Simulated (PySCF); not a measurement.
## RbF, HF: how much the basis matters

PySCF, RHF reference; singlet, unpaired electrons none; De to Rb + F without counterpoise correction.

```json
{"basis": "def2-SVP", "relativity": "scalar-relativistic core potentials", "functions": "38", "Re (Å)": "2.328", "ωe (cm⁻¹)": "394", "De (eV)": "2.64", "μ (D)": "-9.17"}
{"basis": "def2-SVPD", "relativity": "scalar-relativistic core potentials", "functions": "50", "Re (Å)": "2.376", "ωe (cm⁻¹)": "358", "De (eV)": "3.12", "μ (D)": "-9.68"}
{"basis": "def2-TZVPP", "relativity": "scalar-relativistic core potentials", "functions": "71", "Re (Å)": "2.360", "ωe (cm⁻¹)": "365", "De (eV)": "2.87", "μ (D)": "-9.57"}
```

Q: How does each smaller set differ from the one with most functions, def2-TZVPP?

A: def2-SVP: -3.2 pm, +7.9 % in ωe, -0.23 eV in De; def2-SVPD: +1.6 pm, -1.9 % in ωe, +0.25 eV in De. All at HF; the set with most functions is neither the basis-set limit nor always the best.

A positive dipole means Rb(−)F(+). Where the molecule has an RHF reference, its open-shell atoms are computed with UHF. Hartree–Fock leaves out correlation, which carries a large part of most bond energies and some tenths to 1 eV of ionisation energies.
